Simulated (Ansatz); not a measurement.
ClH₄N₂Y, SMILES `[NH2][Y]([NH2])[Cl]` from Hartree–Fock to CCSD(T)

Z-matrix (Å, degrees):
```
Y
N 1 2.128
Cl 1 2.493 2 122.1
N 1 2.128 2 115.9 3 -179.8
H 1 2.855 2 16.5 3 0.1
H 1 2.853 2 16.5 3 -179.9
H 1 2.855 2 132.3 3 -179.8
H 1 2.853 2 99.3 3 -179.8
```

Total charge 0; spin multiplicity 1. Correlated methods include outer-core shells of Y, which these sets cover unevenly. Y: def2 effective core potential. Geometry: relaxed with PBE0-D4/def2-TZVP. It is one conformer, not always the lowest. Frozen core, restricted reference, Ansatz 0.2.0.

```json
{"basis": "def2-SVP", "HF (Eh)": "-608.55454", "MP2 corr.": "-0.65791"}
{"basis": "def2-TZVPP", "HF (Eh)": "-608.85580", "MP2 corr.": "-0.88404"}
{"basis": "def2-QZVPP", "HF (Eh)": "-608.87727", "MP2 corr.": "-0.98525"}
```

Question: Estimate the CCSD correlation energy and the (T) correction in each basis where they were run (hartree).

Answer: 
```json
{"basis": "def2-SVP", "CCSD corr.": "-0.69242", "(T)": "-0.01861"}
{"basis": "def2-TZVPP", "CCSD corr.": "-0.91548", "(T)": "-0.03551"}
```
